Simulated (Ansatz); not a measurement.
`OBOCO` and `O=COCO` differ in one atom or group.

Ansatz, PBE0-D4/def2-TZVP geometries, multiplicity 1. Each molecule was computed in one conformer, which needn't be the lowest.

```
                                      property  `OBOCO`
             LUMO energy (PBE/def2-TZVPP) / eV    -0.21
         LUMO energy (ωB97M-V/def2-TZVPP) / eV     2.33
       HOMO–LUMO gap (ωB97M-V/def2-TZVPP) / eV    13.47
           LUMO energy (B3LYP/def2-TZVPP) / eV     0.48
         HOMO–LUMO gap (B3LYP/def2-TZVPP) / eV     8.91
size of the dipole moment (PBE/def2-TZVPP) / D     0.58
```

Task: What does the change do to each property? (An estimate is asked.)

Result: The calculation gave: 
| property | `O=COCO` | shift |
| --- | --- | --- |
| LUMO energy (PBE/def2-TZVPP) / eV | -1.48 | -1.27 |
| LUMO energy (ωB97M-V/def2-TZVPP) / eV | 1.95 | -0.38 |
| HOMO–LUMO gap (ωB97M-V/def2-TZVPP) / eV | 12.93 | -0.54 |
| LUMO energy (B3LYP/def2-TZVPP) / eV | -0.65 | -1.13 |
| HOMO–LUMO gap (B3LYP/def2-TZVPP) / eV | 7.66 | -1.25 |
| size of the dipole moment (PBE/def2-TZVPP) / D | 1.26 | 0.68 |

With PBE0 the HOMO rises by 0.13 eV and the LUMO falls by 1.09 eV, so the gap narrows by about 1.22 eV. PBE moves the HOMO by 0.11 eV and ωB97M-V by 0.17 eV. Dipoles are sizes alone; their direction can turn.

B3LYP here is the variant with VWN-RPA as its local correlation; programs differ in this.
